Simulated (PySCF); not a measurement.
H7BN2O2Si, SMILES N[SiH2]NB(O)O (CAM-B3LYP/def2-SVP optimised geometry):

```
13

Si     0.883     1.108     0.002
N      2.364     0.575     0.715
N     -0.204    -0.257     0.000
B     -1.631    -0.257     0.000
O     -2.391    -1.401    -0.003
O     -2.292     0.937     0.000
H      0.186     2.219     0.703
H      1.277     1.570    -1.360
H      3.247     0.919     0.354
H      2.431     0.359     1.703
H      0.270    -1.151    -0.081
H     -1.885    -2.219     0.015
H     -3.247     0.811     0.021
```

Calculation: PySCF with CAM-B3LYP/def2-TZVP.

Task: What are the frontier orbital energies and the dipole moment?

Result: HOMO-2 -10.54 eV, HOMO-1 -9.13 eV, HOMO -8.75 eV, LUMO 1.25 eV, LUMO+1 1.62 eV; dipole moment 2.39 D.

Meta-Löwdin charges at CAM-B3LYP/def2-TZVP: Si1 0.89, N2 -0.75, N3 -0.63, B4 0.48, O5 -0.56, O6 -0.55, H7 -0.14, H8 -0.14, H9 0.24, H10 0.23, H11 0.23, H12 0.35, H13 0.35.
